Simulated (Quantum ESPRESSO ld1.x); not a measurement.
Question: Species: Hf40+. Configuration: [Ar] 3d10 4s2 4p2. Method: scalar-relativistic Kohn-Sham, LDA (Slater exchange, VWN5 correlation), spin-unpolarised, spherical densities, point nucleus; computed with ld1.x of Quantum ESPRESSO 7.5. Some entries of the table are withheld. Estimate them.

orbital,occ.,eigenvalue (eV),<1/r> (bohr^-1),<r^2> (bohr^2)
1s,2,-67086.9,83.78,0.0004955
2s,2,-12989.9,19.59,0.007626
2p,6,-11637.1,17.87,0.006264
3s,2,-4293.40,7.359,0.04830
3p,6,-3887.90,6.840,(1)
3d,10,-3421.94,6.477,0.03961
4s,2,(2),(3),0.1913
4p,2,-1884.57,3.367,0.2019

Answer: 
(1) 3p <r^2> (bohr^2): 0.04845
(2) 4s eigenvalue (eV): -2037.69
(3) 4s <1/r> (bohr^-1): 3.579
